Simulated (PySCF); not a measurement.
## Excitation energy of I²⁺ by level of theory

I²⁺ [Kr] 4d10 5s2 5p3 (4S) → I²⁺ [Kr] 4d10 5s1 5p3 6s1 (6S), as a difference of total energies. Computed with PySCF 2.14 in aug-cc-pwCVTZ-DK3 (10s9p7d4f1g, 109 functions), with scalar relativity by spin-free X2C-1e. Correlated levels: valence: [Kr] 4d10 frozen; valence and next inner shell: [Ar] 3d10 frozen. The calculations carry no spin-orbit coupling.

```tsv
method	excitation energy (cm⁻¹)
UHF	174170
LDA	195430
PBE	192740
PBE0	190740
r2SCAN	190340
CAM-B3LYP	195650
M06-2X	190590
wB97M-V	189950
MP2 (valence)	182890
SCS-MP2 (valence)	186790
MP2 (valence and next inner shell)	191710
SCS-MP2 (valence and next inner shell)	193730
```

The promoted electron is Rydberg-like, and one or two diffuse shells describe it only roughly, which tends to raise the upper state.
